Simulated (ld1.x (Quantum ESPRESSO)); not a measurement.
iridium (Ir): one change to an ultrasoft potential, before and after

* Element: Ir
* Generator: ld1.x (Quantum ESPRESSO) 7.5
* Type: ultrasoft
* Functional: PBE
* Relativity: scalar-relativistic
* Frozen core: [Xe] 4f14
* Valence charge: 9
* Reference configuration: 5d7 6s1 6p0 (charge +1)
* Partial waves: 6s (bound): rcut 1.95, rcutus 2.20 bohr; 6s channel at -0.55 Ry: rcut 1.95, rcutus 2.20 bohr; 6p (bound, empty): rcut 2.05, rcutus 2.85 bohr; 6p channel at 2.1 Ry: rcut 2.05, rcutus 2.85 bohr; 5d (bound): rcut 1.80, rcutus 2.50 bohr; 5d channel at 0.7 Ry: rcut 1.80, rcutus 2.50 bohr
* Local potential: all-electron potential smoothed inside 2.80 bohr (lloc = -1)
* Core correction: none
* Augmentation charge: built from norm-conserving waves at rcut, not smoothed further

Change: local potential all-electron potential smoothed inside 1.62 bohr (lloc = -1).

Cutoffs: the cutoffs (Ry, on a coarse ladder) from which the occupation-weighted sum of valence levels, in a spherical-Bessel basis at the reference potential, stays within 10 and 1 mRy of its value at 400 Ry; they do not see the model core or the augmentation charge, which bear on the density cutoff. Errors are all-electron minus pseudo energies relative to the spin-unpolarised reference configuration.

Q: What does the change do?

A: The bound ghosts move from s to p, s; the number of tests that count goes from 7 to 5; of the 5 tests that both files solve, the error grows in 1 and shrinks in 1 by more than 15 % and 0.3 meV (median size 7.7 → 20.1 meV); the range in which the s phases agree widens (upper end 2.3 → at the end of the scan). A state that the projectors do not describe sees the local part alone, so a deeper or shallower local part can create or remove a ghost.

```csv
quantity,base,changed
bound ghosts,s,"s, p (d not tested, overlap not positive)"
"tests counted (converged, no solver errors)",7 of 7,5 of 7
"error for 5d7 6s2 6p0, meV [ΔE -9.88 eV]",+4.2,+1.0
"error for 5d7 6s0 6p0, meV [ΔE 17.47 eV]",-7.7,-20
"error for 5d6 6s0 6p0, meV [ΔE 48.01 eV]",-511,-572
"error for 5d5 6s0 6p0, meV [ΔE 91.59 eV]",-1591,-1765
"error for 5d7 6s0 6p2, meV [ΔE 1.13 eV]",+3.9,+3.7
s: phases at 3.12 bohr within 0.05 rad from the reference energy up to (Ry; the scan ends near 5),2.3,to the end of the scan
p: phases at 3.12 bohr within 0.05 rad from the reference energy up to (Ry; the scan ends near 5),3.3,3.5
d: phases at 3.12 bohr within 0.05 rad from the reference energy up to (Ry; the scan ends near 5),-0.4,-0.5
lowest overlap eigenvalue by channel,"s 0.35, p 0.63, d 0.24","s 0.33, p 0.53, d -7.27"
```

Changed file: the overlap operator is not positive definite in a basis up to 400 Ry (lowest eigenvalue d -7.27), so the file is unfit for use: the generalised eigenproblem breaks down once the basis is large enough, and its test numbers describe a broken file. Tests not counted: 5d7 6s0 6p1 (pseudo-atom not self-consistent, printed error +23.4 eV); 5d6 6s2 6p1 (solver errors, printed error +1.7 eV). A true bound ghost makes a file unfit for plane-wave use even where its test errors are small: the radial tests pick states by their node count and pass the ghost by. Where a test does run into it, the solver fails or the error is huge.
